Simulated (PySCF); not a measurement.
## C5H11FO2Si: full NMR table

| Property | Result |
| --- | --- |
| Formula | C5H11FO2Si |
| SMILES | CO/C=C(/C)O[SiH2]CF |
| InChI | InChI=1S/C5H11FO2Si/c1-5(3-7-2)8-9-4-6/h3H,4,9H2,1-2H3/b5-3- |
| Point group of the computed structure | C1 |
| Degrees of unsaturation | 1 |
| Carbon signals | 5 |
| Proton signals | 5 |

Numbering as in the mapped SMILES `[CH3:1][O:2]/[CH:3]=[C:4](/[CH3:5])[O:6][SiH2:7][CH2:8][F:9]`; H(Xn) means a hydrogen on atom n.

Theoretical values (PySCF 2.14.0 with density-fitted response routines): geometry: GFN2-xTB, σ from GIAO-PBE0/pcSseg-1. One computed conformer, one averaged value for each set of equivalent atoms, relativity neglected, gas phase.

Shifts are taken against calculated references (same method and geometry level): TMS for 1H (31.72 ppm), 13C (186.93 ppm), 29Si (349.16 ppm); 19F (170.95 ppm) against CFCl3; 17O (336.08 ppm) vs H2O.

| carbon | δC, type | δH (multiplicity) | HMBC from (2–3 bonds) | span of the C tensor (ppm) |
| --- | --- | --- | --- | --- |
| C1 | 60.4, CH3 | 3.60 (s) | H(C3) | 87 |
| C3 | 132.9, CH | 5.53 (s) | H(C1), H(C5) | 124 |
| C4 | 144.6, C | – | H(C3), H(Si7), H(C5) | 150 |
| C5 | 19.6, CH3 | 1.70 (s) | H(C3) | 35 |
| C8 | 78.6, CH2 | 4.80 (m) | H(Si7) | 122 |

Other nuclei:
| atoms | nucleus | environment | δ (ppm) | σ (ppm) |
| --- | --- | --- | --- | --- |
| H(Si7) | 1H | hydrogen on a silicon bonded to C, O | 5.24 | 26.48 |
| F9 | 19F | fluorine on an sp3 carbon | -316.5 | 487.4 |
| Si7 | 29Si | silicon bonded to C, O, 2 H | -33.2 | 382.4 |
| O6 | 17O | oxygen bonded to C, Si | 93.9 | 242.2 |
| O2 | 17O | ether oxygen | 58.4 | 277.7 |

Carbon types of the structure: 1 × C, 1 × CH, 1 × CH2, 2 × CH3, leaving 2 H on heteroatoms. δC 144.6, 132.9: alkene carbon bearing oxygen. δC 78.6: sp3 CH2 bonded to F and Si; the inductive effect lowers its shielding. δC 60.4: methyl carbon bonded to O; deshielded by the electronegative neighbour. δH 5.53: hydrogen on an alkene carbon bearing oxygen; a vinylic proton, deshielded by the sp2 carbon and the C=C anisotropy. δH 3.60: hydrogen on a methyl carbon bonded to O; its carbon carries O, hence the downfield position.

Splittings by 19F in the carbon and heteronuclear signals aren't shown, as no couplings were computed. Shifts are as computed. Against solution values, carbons near 30 ppm lie about +3 ppm off and those near 130 ppm about +5 ppm. Of 1211 compounds with measured shifts, 218 miss one by over three times the rms of a fit or turn the order of signals round; such compounds aren't used in these exercises. Unscaled 19F shifts against computed CFCl3 carry errors that often reach 10 to 50 ppm. Experimental scales use liquid or dissolved standards, which lie at an offset from isolated H2O (liquid H2O: subtract about 36 ppm). Multiplicities follow the n + 1 count of equivalent neighbours, as no J values were calculated; m marks all less simple cases, F and P coupling included.
